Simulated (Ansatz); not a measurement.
Reaction (substitution at a C–Al bond): `C=[CH][AlH][NH2]` + H–F → `C=CF` + `[NH2][AlH2]`

Program: Ansatz. Geometries: PBE0-D4/def2-TZVP. ΔE: electronic, gas phase. CCSD(T)/CBS adds triple-zeta CCSD(T) − MP2 to the extrapolated MP2 energy (def2 sets, frozen cores). This one scheme is used for every species. Each species was taken in one conformer, which may not be the lowest.

| species | CCSD(T)/CBS(def2) energy (Eh) |
| --- | --- |
| `C=[CH][AlH][NH2]` | -376.44585 |
| H–F | -100.39570 |
| `C=CF` | -177.66469 |
| `[NH2][AlH2]` | -299.14566 |

(1) Work out ΔE.

(2) What do rigid-rotor, harmonic-oscillator terms from PBE0-D4/def2-TZVP frequencies (298.15 K, 1 bar) make of the CCSD(T)/CBS value? (Best estimate.)

Largest T1 diagnostic among the species: 0.012.

Results:

(1) ΔE = (-177.66469) + (-299.14566) − (-376.44585) − (-100.39570) = 0.03120 Eh = +81.9 kJ/mol.

(2) Ansatz gave: ΔZPE = -1.9 kJ/mol, ΔH = +75.9 kJ/mol, ΔS = -7 J/(mol·K), ΔG = +77.9 kJ/mol. Modes under 50 cm⁻¹ make the entropy rough.

From PBE to PBE0 (25 % exact exchange), in def2-TZVPP and without D4, ΔE moves by +6.0 kJ/mol. In def2-TZVPP, CCSD(T) changes the Hartree–Fock value by +19.8 kJ/mol (the triples alone add +1.8 kJ/mol) and MP2 by +29.8 kJ/mol. The D4 term adds +7.5 kJ/mol with B3LYP and +4.3 kJ/mol with PBE0; it sums over pairs of atoms, weighted by their polarisabilities, and B3LYP, whose exchange is more repulsive, gets the larger term.

B3LYP here is the variant with VWN-RPA as its local correlation; programs differ in this.
